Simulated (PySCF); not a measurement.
F2Si, charge -1, doublet, geometry from GFN2-xTB (a state made from the parent by changing its charge; the spin is typed, not shown lowest) (in this run its highest filled SCF level lies above zero, so its values depend strongly on the basis, on diffuse functions most of all). Base run: M062X/cc-pVDZ in PySCF.

The PySCF input:
```python
from pyscf import gto, scf, dft

mol = gto.M(
    atom='''
Si   -0.042136   -0.020125    0.716169
F     1.184357   -0.749976   -0.510782
F    -1.118812    0.781282   -0.603259
''',
    basis='cc-pvdz',
    charge=-1,
    spin=1,
    verbose=4,
)

mf = dft.UKS(mol)
mf.xc = 'm062x'
mf.kernel()
```

Each row names what was changed in the base input (with any setting that the change needs).

| change | ΔE vs base (mEh) | grid points | electrons on the grid |
|---|---|---|---|
| base | 0.000 | 47704 | 33.00001 |
| grids.level = 0 | 202.8 | 3800 | 33.00170 |
| grids.prune = dft.gen_grid.sg1_prune | 0.120 | 19088 | 32.99990 |
| grids.level = 5 | 0.009 | 131312 | 33.00000 |
| grids.atom_grid = (150, 974) | 0.020 | 235024 | 33.00000 |
| grids.radi_method = mura_knowles | 0.006 | 45032 | 33.00001 |
| grids.atom_grid = (99, 590) | 0.029 | 93960 | 33.00000 |
| grids.level = 7 | 0.022 | 264928 | 33.00000 |
| grids.radi_method = gauss_chebyshev | -0.013 | 46504 | 33.00001 |
| grids.becke_scheme = stratmann | 0.008 | 47704 | 33.00000 |
| grids.prune = dft.gen_grid.treutler_prune | 0.000 | 43280 | 33.00001 |

Open shells are given as the SCF converged; they aren't shown to be the lowest states, and a large step between rows can be another state.
